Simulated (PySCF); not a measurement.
# Stretching Bi₂

Set-up: PySCF, scalar-relativistic core potentials, basis sets Bi cc-pVTZ-PP with ECP60. Energies in eV from Bi + Bi in their ground configurations at the same level. State: ¹Σg⁺ (singlet), closed shell.

All columns are PBE0.

```tsv
R (Å)	E (eV)	HOMO (eV)	LUMO (eV)	Mayer bond order	⟨S²⟩
2.252	-0.439	-6.51	-2.10	3.00	0.00
2.356	-1.446	-6.57	-2.28	2.99	0.00
2.461	-1.988	-6.38	-2.45	2.98	0.00
2.539	-2.177	-6.25	-2.58	2.98	0.00
2.618	-2.228	-6.13	-2.70	2.98	0.00
2.696	-2.176	-6.02	-2.81	2.98	0.00
2.801	-1.988	-5.90	-2.96	2.98	0.00
2.932	-1.631	-5.76	-3.12	2.99	0.00
3.089	-1.103	-5.63	-3.30	2.99	0.00
3.299	-0.341	-5.49	-3.51	3.00	0.00
```

Closed-shell solutions of metal pairs were not tested for spin polarisation, which can lower them a little. Spin–orbit coupling is left out, which matters for elements this heavy, above all for dissociation energies.
